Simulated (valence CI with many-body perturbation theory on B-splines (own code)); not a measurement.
**E1 transitions of Pd12+**

Level of theory: valence CI with perturbative core correlation (CI+MBPT): six valence electrons over a frozen Dirac-Fock core [Ar] 3d10, a basis of 9 s, 9 p, 8 d, 6 f, 3 g, 1 h functions for each j, with the one-electron correlation potential Σ1, the two-electron term Σ2, the three-electron term Σ3, Breit, model QED; selected CI, second order for the rest, scaled by the run's own slope (own B-spline code, finite nucleus).

No measured levels were compared; by estimate levels hold to about 250 cm⁻¹ or 0.2 % of their energy and the worst to 1 %, as in measured heavy ions of charge 2 to 7; those with d or f electrons hold less well. Among the levels kept, up to 1400 cm⁻¹ of a level comes from second order outside the variational space, and about a tenth of that is noise between levels of different J, which matters for small intervals.

Lines 51 to 85 of 85 in falling wavelength, among levels below 73.138 eV, chosen from the strongest by gf and those to the six lowest levels. Wavelengths and rates use the calculated energies, so an error of 900 cm⁻¹ moves a line at 20.71 nm by 0.19 % and its rate by three times that or more. Electric multipoles are in the length gauge, E1 and E2 with the static RPA response of the core. Weak lines are less certain than strong ones. Lines between different terms over intervals too small for the method are left out, as are lines whose strength nearly cancels. The highest levels of a list are the least certain.

Names give the largest LS component (configuration and term), which can be under half, so a name can repeat, a term be missing and a line seem to break the LS rules; names also repeat where a configuration has a term twice. Letters in brackets count levels of one name in rising energy.

```
λ vac (nm)                 Upper         Lower   A (s⁻¹)  S (a.u.) with core polarisation  S without
     20.71      4s2.4p3.4d 1D°_2  4s2.4p4 3P_1  8.38e+08                         1.84e-02   1.98e-02
     20.50  4s2.4p3.4d 3F°_3 [b]  4s2.4p4 1D_2  3.61e+09                         1.08e-01   1.15e-01
     20.48  4s2.4p3.4d 3F°_2 [b]  4s2.4p4 1D_2  1.97e+09                         4.18e-02   4.46e-02
     20.47  4s2.4p3.4d 3F°_3 [a]  4s2.4p4 3P_2  7.66e+08                         2.27e-02   2.42e-02
     20.43  4s2.4p3.4d 3D°_1 [b]  4s2.4p4 3P_0  1.02e+10                         1.28e-01   1.38e-01
     20.40  4s2.4p3.4d 3P°_1 [a]  4s2.4p4 3P_1  3.76e+09                         4.73e-02   5.06e-02
     20.35      4s2.4p3.4d 3P°_0  4s2.4p4 3P_1  6.22e+09                         2.59e-02   2.78e-02
     20.22      4s2.4p3.4d 3G°_3  4s2.4p4 3P_2  3.51e+09                         1.00e-01   1.07e-01
     20.16  4s2.4p3.4d 3D°_3 [b]  4s2.4p4 1D_2  3.20e+09                         9.05e-02   9.67e-02
     20.01  4s2.4p3.4d 3D°_2 [b]  4s2.4p4 3P_1  1.44e+09                         2.85e-02   3.06e-02
     19.85  4s2.4p3.4d 3P°_2 [a]  4s2.4p4 1D_2  1.28e+10                         2.46e-01   2.66e-01
     19.76  4s2.4p3.4d 3F°_2 [b]  4s2.4p4 3P_1  1.21e+10                         2.30e-01   2.48e-01
     19.73  4s2.4p3.4d 3P°_1 [a]  4s2.4p4 3P_0  1.14e+08                         1.29e-03   1.34e-03
     19.68  4s2.4p3.4d 3P°_1 [b]  4s2.4p4 1D_2  2.26e+10                         2.55e-01   2.77e-01
     19.45  4s2.4p3.4d 3D°_1 [b]  4s2.4p4 3P_2  1.16e+09                         1.26e-02   1.37e-02
     19.35      4s2.4p3.4d 3S°_1  4s2.4p4 1D_2  8.43e+10                         9.04e-01   9.77e-01
     19.30  4s2.4p3.4d 3P°_2 [b]  4s2.4p4 1D_2  1.45e+09                         2.57e-02   2.76e-02
     19.17  4s2.4p3.4d 3P°_2 [a]  4s2.4p4 3P_1  8.02e+09                         1.39e-01   1.51e-01
     19.08      4s2.4p3.4d 1D°_2  4s2.4p4 3P_2  4.21e+09                         7.22e-02   7.80e-02
     19.04  4s2.4p3.4d 3D°_3 [c]  4s2.4p4 1D_2  4.62e+07                         1.10e-03   1.17e-03
     19.01  4s2.4p3.4d 3P°_1 [b]  4s2.4p4 3P_1  1.37e+10                         1.39e-01   1.50e-01
     18.82  4s2.4p3.4d 3P°_1 [a]  4s2.4p4 3P_2  1.96e+10                         1.93e-01   2.08e-01
     18.70      4s2.4p3.4d 3S°_1  4s2.4p4 3P_1  1.75e+10                         1.70e-01   1.83e-01
     18.66  4s2.4p3.4d 3P°_2 [b]  4s2.4p4 3P_1  2.13e+09                         3.41e-02   3.70e-02
     18.48  4s2.4p3.4d 3D°_2 [b]  4s2.4p4 3P_2  9.74e+08                         1.52e-02   1.63e-02
     18.43  4s2.4p3.4d 3P°_1 [b]  4s2.4p4 3P_0  1.99e+10                         1.84e-01   2.00e-01
     18.28  4s2.4p3.4d 3F°_3 [b]  4s2.4p4 3P_2  3.99e+09                         8.41e-02   9.03e-02
     18.27  4s2.4p3.4d 3F°_2 [b]  4s2.4p4 3P_2  1.39e+10                         2.09e-01   2.25e-01
     18.13      4s2.4p3.4d 3S°_1  4s2.4p4 3P_0  1.24e+10                         1.09e-01   1.18e-01
     18.01  4s2.4p3.4d 3D°_3 [b]  4s2.4p4 3P_2  8.44e+09                         1.70e-01   1.83e-01
     17.76  4s2.4p3.4d 3P°_2 [a]  4s2.4p4 3P_2  1.20e+11                         1.66e+00   1.79e+00
     17.63  4s2.4p3.4d 3P°_1 [b]  4s2.4p4 3P_2  1.31e+11                         1.06e+00   1.15e+00
     17.36      4s2.4p3.4d 3S°_1  4s2.4p4 3P_2  5.54e+10                         4.29e-01   4.62e-01
     17.32  4s2.4p3.4d 3P°_2 [b]  4s2.4p4 3P_2  7.39e+10                         9.49e-01   1.02e+00
     17.11  4s2.4p3.4d 3D°_3 [c]  4s2.4p4 3P_2  2.42e+11                         4.18e+00   4.50e+00
```
